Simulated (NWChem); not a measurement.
System: BHCl cation

Here is an NWChem input.

```
start job
memory heap 200 mb stack 900 mb global 1100 mb
charge 1
geometry units angstroms
  B     -1.109631    -0.035104    -0.007052
  Cl     0.402901     0.012760     0.002561
  H     -2.269818    -0.072318    -0.014440
end
basis spherical
  * library 6-31g*
end
dft
  xc b3lyp
  iterations 150
end
driver
  maxiter 120
end
task dft optimize
task dft freq
```

Excerpt of the output:

```
             Northwest Computational Chemistry Package (NWChem) 7.3.0
             --------------------------------------------------------

 ORDER OF PRIMARY AXIS IS BEING SET TO 4
 C4V symmetry detected

 AUTOZ failed to generate good internal coordinates.
 Cartesian coordinates will be used in optimizations.

                             Geometry "geometry" -> ""
                             -------------------------

 Output coordinates in angstroms (scale by  1.889725989 to convert to a.u.)

  No.       Tag          Charge          X              Y              Z
 ---- ---------------- ---------- -------------- -------------- --------------
    1 B                    5.0000     0.00000000     0.00000000    -1.06807075
    2 Cl                  17.0000     0.00000000     0.00000000     0.44524892
    3 H                    1.0000     0.00000000     0.00000000    -2.22887786

 Effective nuclear repulsion energy (a.u.)      35.3662233312

      Symmetry information
      --------------------

 Group name             C4v
 Group number             18
 Group order               8
 No. of unique centers     3

                           NWChem Geometry Optimization
                           ----------------------------

 maximum gradient threshold         (gmax) =   0.000450
 rms gradient threshold             (grms) =   0.000300
 maximum cartesian step threshold   (xmax) =   0.001800
 rms cartesian step threshold       (xrms) =   0.001200
 fixed trust radius                (trust) =   0.300000
 source of zmatrix                         =

          -------------------
          Energy Minimization
          -------------------

 Using diagonal initial Hessian

          --------
          Step   0

                                 NWChem DFT Module
                                 -----------------

 Summary of "ao basis" -> "ao basis" (spherical)
 ------------------------------------------------------------------------------
       Tag                 Description            Shells   Functions and Types
 ---------------- ------------------------------  ------  ---------------------
 B                           6-31g*                  6       14   3s2p1d
 Cl                          6-31g*                  8       18   4s3p1d
 H                           6-31g*                  2        2   2s

      Symmetry analysis of basis
      --------------------------

        a1         16
        a2          0
        b1          2
        b2          2
        e          14

            General Information
            -------------------
          SCF calculation type: DFT
          Wavefunction type:  closed shell.
          No. of atoms     :     3
          No. of electrons :    22
           Alpha electrons :    11
            Beta electrons :    11
          Charge           :     1
          Spin multiplicity:     1
          Use of symmetry is: on ; symmetry adaption is: on
          Maximum number of iterations: 150
          AO basis - number of functions:    34
                     number of shells:    16
          Convergence on energy requested:  1.00D-06
          Convergence on density requested:  1.00D-05
          Convergence on gradient requested:  5.00D-04

              XC Information
              --------------
                         B3LYP Method XC Potential
                     Hartree-Fock (Exact) Exchange  0.200
                        Slater Exchange Functional  0.800 local
                    Becke 1988 Exchange Functional  0.720 non-local
              Lee-Yang-Parr Correlation Functional  0.810
                  VWN I RPA Correlation Functional  0.190 local

             Grid Information
             ----------------
          Grid used for XC integration:  medium
          Radial quadrature: Mura-Knowles
          Angular quadrature: Lebedev.
          Tag              B.-S. Rad. Rad. Pts. Rad. Cut. Ang. Pts.
          ---              ---------- --------- --------- ---------
          B                   0.85       49           7.0       434
          Cl                  1.00       88           8.0       590
          H                   0.35       45           8.0       434
          Grid pruning is: on
          Number of quadrature shells:   182
          Spatial weights used:  Erf1

      Superposition of Atomic Density Guess
      -------------------------------------

 Sum of atomic energies:        -484.47490375

 Renormalizing density from      23.00 to     22

      Non-variational initial energy
      ------------------------------

 Total energy =    -471.617531
 1-e energy   =    -705.656002
 2-e energy   =     198.672247
 HOMO         =      -0.880233
 LUMO         =      -0.324402

      Symmetry analysis of molecular orbitals - initial
      -------------------------------------------------

 !! scf_movecs_sym_adapt:    4 vectors were symmetry contaminated

  Symmetry fudging

 !! scf_movecs_sym_adapt:    4 vectors were symmetry contaminated

  Numbering of irreducible representations:

     1 a1          2 a2          3 b1          4 b2          5 e

  Orbital symmetries:

[...]

      ----------------------
      Optimization converged
      ----------------------

  Step       Energy      Delta E   Gmax     Grms     Xrms     Xmax
  ---- ---------------- -------- -------- -------- -------- --------
@    3    -485.30993212 -1.0D-07  0.00010  0.00004  0.00015  0.00036
                                     ok       ok       ok       ok

                         Geometry "geometry" -> "geometry"
                         ---------------------------------

 Output coordinates in angstroms (scale by  1.889725989 to convert to a.u.)

  No.       Tag          Charge          X              Y              Z
 ---- ---------------- ---------- -------------- -------------- --------------
    1 B                    5.0000     0.00000000     0.00000000    -1.09194786
    2 Cl                  17.0000     0.00000000     0.00000000     0.50774309
    3 H                    1.0000     0.00000000     0.00000000    -2.26749492

 Effective nuclear repulsion energy (a.u.)      33.6102710960

      Symmetry information
      --------------------

 Group name             C4v
 Group number             18
 Group order               8
 No. of unique centers     3

 ==============================================================================
                                internuclear distances
 ------------------------------------------------------------------------------
       center one      |      center two      | atomic units |  angstroms
 ------------------------------------------------------------------------------
    2 Cl               |   1 B                |     3.02298  |     1.59969
    3 H                |   1 B                |     2.22146  |     1.17555
 ------------------------------------------------------------------------------
                         number of included internuclear distances:          2
 ==============================================================================

[second-derivative integrals and response iterations left out]

  Vibrational analysis via the FX method

  See chapter 2 in "Molecular Vibrations" by Wilson, Decius and Cross

  Vib: Default input used

 ---------------------------- Atom information ----------------------------
     atom    #        X              Y              Z            mass
 --------------------------------------------------------------------------
    B        1  0.0000000D+00  0.0000000D+00 -2.0634823D+00  1.1009310D+01
    Cl       2  0.0000000D+00  0.0000000D+00  9.5949532D-01  3.4968850D+01
    H        3  0.0000000D+00  0.0000000D+00 -4.2849441D+00  1.0078250D+00
 --------------------------------------------------------------------------

[unprojected Hessian and modes left out]

[...]

 Rotational Constants
 --------------------
 A=   0.000000 cm-1  (  0.000000 K)
 B=   0.622731 cm-1  (  0.895951 K)
 C=   0.622731 cm-1  (  0.895951 K)

 Temperature                      =   298.15K
 frequency scaling parameter      =   1.0000

 Linear Molecule

 Zero-Point correction to Energy  =    7.698 kcal/mol  (  0.012268 au)
 Thermal correction to Energy     =    9.343 kcal/mol  (  0.014888 au)
 Thermal correction to Enthalpy   =    9.935 kcal/mol  (  0.015832 au)

 Total Entropy                    =   51.680 cal/mol-K
   - Translational                =   37.450 cal/mol-K (mol. weight =  46.9860)
   - Rotational                   =   13.522 cal/mol-K (symmetry #  =        1)
   - Vibrational                  =    0.708 cal/mol-K

 Cv (constant volume heat capacity) =    6.944 cal/mol-K
   - Translational                  =    2.979 cal/mol-K
   - Rotational                     =    1.986 cal/mol-K
   - Vibrational                    =    1.978 cal/mol-K

[normal modes left out]

 ----------------------------------------------------------------------------
 Normal Eigenvalue ||           Projected Infra Red Intensities
  Mode   [cm**-1]  || [atomic units] [(debye/angs)**2] [(KM/mol)] [arbitrary]
 ------ ---------- || -------------- ----------------- ---------- -----------
    1       -0.000 ||    0.021283           0.491        20.748       6.027
    2       -0.000 ||    0.035900           0.828        34.997      10.167
    3       -0.000 ||    0.003559           0.082         3.470       1.008
    4       -0.000 ||    0.003559           0.082         3.470       1.008
    5        0.000 ||    0.035900           0.828        34.997      10.167
    6      682.930 ||    0.012280           0.283        11.971       3.478
    7      682.930 ||    0.012280           0.283        11.971       3.478
    8     1131.638 ||    0.181242           4.181       176.684      51.329
    9     2889.981 ||    0.011784           0.272        11.487       3.337
 ----------------------------------------------------------------------------
```

Level: B3LYP/6-31G* (spherical d). B3LYP is NWChem's, with the RPA form of VWN correlation.
